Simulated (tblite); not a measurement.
Species: CH9NOSi2.
Z-matrix (Å and degrees, GFN2-xTB geometry), rows numbered from 1:
```
C 
O   1  1.3906
Si  2  1.6229  1  126.38
N   3  1.7183  2  101.11  1  -179.11
Si  4  1.7239  3  127.14  2  -173.41
H   1  1.0930  2  110.81  3   -62.72
H   1  1.0928  2  111.07  3    57.77
H   1  1.0908  2  108.21  3   177.52
H   3  1.4658  2  111.45  1   -61.45
H   3  1.4676  2  111.29  1    61.01
H   4  1.0068  3  115.03  2    -5.40
H   5  1.4684  4  111.79  3    75.52
H   5  1.4610  4  107.15  3   -44.02
H   5  1.4633  4  106.01  3  -164.55
```

Calculated harmonic vibrations of the isolated species, GFN2-xTB (tblite), most abundant isotopes, no scaling. Errors from tens to a few hundred cm⁻¹ against measured bands are possible. Modes of hydrogen on silicon can be 10 to 20 % off. One conformer, not necessarily the lowest.

Harmonic wavenumbers (cm⁻¹): 51.5, 73.3, 91.1, 110.1, 123.0, 214.5, 265.1, 270.5, 537.6, 577.9, 580.4, 606.8, 741.1, 755.9, 766.5, 781.9, 806.6, 819.5, 849.8, 1004.6, 1138.5, 1143.6, 1166.1, 1193.1, 1421.9, 1485.7, 1494.3, 2186.2, 2205.2, 2242.6, 2251.6, 2273.6, 2942.6, 2957.7, 2988.0, 3481.9.

A = 14486, B = 1182, C = 1130 MHz; mass 107.022 u (most abundant isotopes); point group C1, symmetry number 1.

What is the zero-point energy?

½Σν̃ = 21300 cm⁻¹ = 60.90 kcal/mol.

What is S at 273.15 K and 1 bar for an ideal gas of classical rigid rotors and harmonic oscillators?

Translation 39.51, rotation 26.95, vibration 25.68: S = 92.1 cal/(mol K).

And Cp and H(273.15 K) − H(0)?

Cp = 31.76 cal/(mol K), of which vibrations give 23.81 (their classical limit is 36 R = 71.5); H(273.15 K) − H(0) = 5.72 kcal/mol without the zero-point energy, 3.55 from vibrations.

How do the functions run with temperature in this model?

```
 T (K)  S (cal/(mol K))  Cp (cal/(mol K))  H − H(0) (kcal/mol)  G − H(0) (kcal/mol)  ln q(vib)
    50             56.4              14.1                 0.52                -2.30       0.54
   100             67.8              19.0                 1.36                -5.43       1.90
298.15             95.0              33.6                 6.54               -21.78       6.97
373.15            103.1              38.8                 9.26               -29.22       8.71
   500            115.5              45.9                14.65               -43.10      11.51
   750            136.1              55.8                27.45               -74.64      16.60
  1000            153.1              62.3                42.27              -110.86      21.15
```

q(vib) and H(0) count from the zero-point level.

Blend soft modes into free rotors: weight 1/[1 + (100 cm⁻¹/ν̃)⁴] for the oscillator and the rest for a rotor with moment μB/(μ + B), μ = h/(8π²ν), B = 10⁻⁴⁴ kg m². What vibrational entropy results?

23.36 cal/(mol K) in place of 25.68, which changes −T·S at 273.15 K by +0.63 kcal/mol.

What must be added to the electronic energy to get the Gibbs energy at 273.15 K and 1 bar?

ZPE + [H(273.15 K) − H(0)] − T·S = 60.90 + 5.72 − 25.17 = 41.45 kcal/mol.

Which modes carry the vibrational entropy at 273.15 K?

51.5 cm⁻¹: 4.59; 73.3 cm⁻¹: 3.89; 91.1 cm⁻¹: 3.47; 110.1 cm⁻¹: 3.10; 123.0 cm⁻¹: 2.88; 214.5 cm⁻¹: 1.85 cal/(mol K); the other 30 give 5.91 together.

Hindered rotation and anharmonicity are outside this model. Other conformers, if any are populated, would add a mixing term that is left out. The structure is chiral; the term R ln 2 for an equal mix with its mirror image is left out.
